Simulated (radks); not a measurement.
Values are calculated unless marked as measured or tabulated.
Species: the gadolinium ion Gd38+. Configuration: [Ne] 3p6 3d10 (not the ground configuration).

Level of theory: Dirac Kohn-Sham, PBE, spin-unpolarised, spherical densities, point nucleus (a radial shooting solver on a logarithmic mesh with Libxc functionals).

Energy parts (hartree):
part                       energy
total                 -10270.0662
kinetic                11239.5070
electron-nucleus      -23385.2970
Hartree                 2062.7974
exchange-correlation    -187.0736

Orbitals (lengths in bohr, moments of r in powers of bohr; r(max) is where P^2 peaks; r(90%) holds 90 % of the orbital's charge):
orbital  occ.  eigenvalue (hartree)   r(max)      <r>  <1/r>  r(90%)
1s1/2       2             -1905.120  0.01391  0.02190  71.70  0.0396
2s1/2       2             -366.5223  0.07900  0.09241  17.16   0.144
2p1/2       2             -351.6921  0.05965  0.07713  17.14   0.127
2p3/2       4             -325.8802  0.06545  0.08391  15.14   0.136
3s1/2       0             -125.4003   0.2208   0.2370  6.446   0.347
3p1/2       2             -119.1201   0.2077   0.2259  6.366   0.338
3p3/2       4             -113.4484   0.2193   0.2376  5.864   0.354
3d3/2       4             -102.9360   0.1729   0.2086  5.739   0.322
3d5/2       6             -101.6646   0.1761   0.2123  5.613   0.327
4p1/2       0             -59.21258   0.4605   0.4641  3.140   0.662
4p3/2       0             -57.28174   0.4781   0.4802  2.968   0.683

The highest occupied level is 3d5/2 at -2766.4 eV. The configuration is held as typed, so some empty levels lie below it. The density falls to 0.001 e/bohr^3 at r = 0.76 bohr. Summed over all electrons, <r^2> = 0.9674 bohr^2, which gives a Langevin (diamagnetic) susceptibility term of -0.766 x 10^-6 cm^3/mol.
